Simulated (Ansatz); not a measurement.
AlH₄NSe (`[NH2][AlH][SeH]`). Charge 0, multiplicity 1.

```xyz
7

N    -0.6470    0.2931   -1.3000
Al    0.1795    0.2950    0.2565
Se    0.4435   -1.7459    1.3336
H    -1.0168   -0.5171   -1.7694
H    -0.8150    1.1213   -1.8480
H     0.7141    1.6402    0.8825
H     1.1417   -1.0866    2.4447
```

(1) List the harmonic frequencies (cm⁻¹, unscaled) at PBE0-D4/def2-TZVP in Ansatz. (Best estimate.)

(2) Is this a minimum?

(3) Give the ideal-gas thermochemistry at 298.15 K and 1 bar (rigid rotor, harmonic oscillator; point group Cs, symmetry number 1).

Answers

(1) Computed: 148, 184, 330, 373, 397, 505, 516, 614, 732, 835, 1567, 1957, 2447, 3610, 3701.

(2) Yes, all 15 modes are real.

(3) Zero-point energy 107.2 kJ/mol; H(298) − E = 125.0 kJ/mol; entropy 320.1 J/(mol·K), of which translation 169.0, rotation 107.5, vibration 43.7; G(298) − E = 29.6 kJ/mol.
